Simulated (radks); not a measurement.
Values are calculated unless marked as measured or tabulated.
The chromium ion Cr+, [Ar] 3d5. Code: a radial shooting solver on a logarithmic mesh with Libxc functionals. Model: non-relativistic Kohn-Sham, exchange-only LDA, spin-polarised, spherical densities, point nucleus. Every spin shell is full or empty, so the densities are truly spherical. Functionals are evaluated on that one density, not self-consistently. Rank these orbital-free kinetic functionals by their error against the exact value of the orbitals, and give that value: Thomas-Fermi, TF + vW, TF + vW/9, TF + vW/5, LC94, APBEK, revAPBEK, Thakkar, Pearson, PG1, DePristo-Kress, Ernzerhof.

Answer. Exact: 1040.02 hartree. From best to worst, with 100 (|E| - |E exact|)/|E exact| (equal figures are ties): LC94 -0.05, APBEK +0.06, DePristo-Kress -0.11, Ernzerhof -0.33, revAPBEK +0.34, Thakkar -0.40, TF + vW/9 -0.79, Pearson -1.38, TF + vW/5 +3.95, Thomas-Fermi -6.72, PG1 +20.57, TF + vW +46.63.
